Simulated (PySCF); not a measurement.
## Field gradients at the hydrogen positions

Compound: C₄H₁₁FSi₃.
Z-matrix (Å and degrees, GFN2-xTB geometry), rows numbered from 1:
```
F 
C   1  1.3974
Si  2  1.9255  1  112.48
C   3  1.9064  2   91.89  1  -130.92
C   4  1.5025  3  104.31  2     9.80
C   5  1.3284  4  120.61  3    -7.34
Si  6  1.8859  2  117.94  1   -46.81
Si  7  2.3108  6  111.09  2    70.18
H   2  1.0969  1  104.44  3   124.27
H   3  1.4633  2  112.11  1   112.22
H   3  1.4607  2  110.32  1   -14.34
H   4  1.0914  3  114.24  2   129.81
H   4  1.0923  3  112.65  2  -109.23
H   5  1.0813  4  118.02  3   172.99
H   7  1.4720  6  105.57  2  -165.60
H   7  1.4732  6  105.69  2   -53.53
H   8  1.4676  7  112.15  6    46.61
H   8  1.4689  7  110.32  6   164.77
H   8  1.4616  7  113.82  6   -75.43
```

Level: PBE0/pcSseg-1 (PySCF, non-relativistic); Q(2H) = 0.00286 b; rigid geometry, the same for H and D, with no vibrational averaging.

Question: Rank these positions by the coupling χzz of a deuteron there, largest first.
A. H19 (Si–H hydrogen)
B. H9 (methine hydrogen)
C. H14 (vinylic hydrogen)
D. H12 (methylene hydrogen)
E. H15 (Si–H hydrogen)

Answer: C (219 kHz), D (210 kHz), B (195 kHz), A (112 kHz), E (107 kHz).

Q: What are Vzz, η and χzz (234.96 MHz × Q × Vzz) at all hydrogens?

A: 
```tsv
atom	bonded to	bond length (Å)	Vzz (au)	η	χzz (kHz)
H9	C2	1.097	0.2897	0.08	195
H10	Si3	1.463	0.1622	0.00	109
H11	Si3	1.461	0.1643	0.01	110
H12	C4	1.091	0.3121	0.03	210
H13	C4	1.092	0.3115	0.02	209
H14	C5	1.081	0.3252	0.04	219
H15	Si7	1.472	0.1587	0.02	107
H16	Si7	1.473	0.1577	0.02	106
H17	Si8	1.468	0.1623	0.01	109
H18	Si8	1.469	0.1610	0.00	108
H19	Si8	1.462	0.1664	0.02	112
```

Q: Average by the element that carries the hydrogen.

A: on C: 208 kHz over 4 positions, mean bond length 1.090 Å; on Si: 109 kHz over 7 positions, mean bond length 1.467 Å.

Q: How does χzz go with the bond length over the 7 Si–H bonds?

A: A straight-line fit has a slope of -3.8 kHz for each 0.01 Å, with a correlation coefficient of -0.93, over lengths from 1.461 to 1.473 Å. The longer bonds have the smaller couplings here.

Q: A static deuteron (I = 1) shows a doublet split by (3/2)χ, (3/4)χ(1 + η) and (3/4)χ(1 − η) with the field along z, y and x of the gradient. What are these for H9?

A: With |χ| = 194.7 kHz and η = 0.085: 292, 158 and 134 kHz, to first order and without motion.

Geometry: GFN2-xTB, one conformer, isolated molecule. GFN2-xTB bond lengths can be off by several hundredths of an ångström, more for odd bonds, and the gradients follow them. With a basis this small, the couplings can be 20 % off.
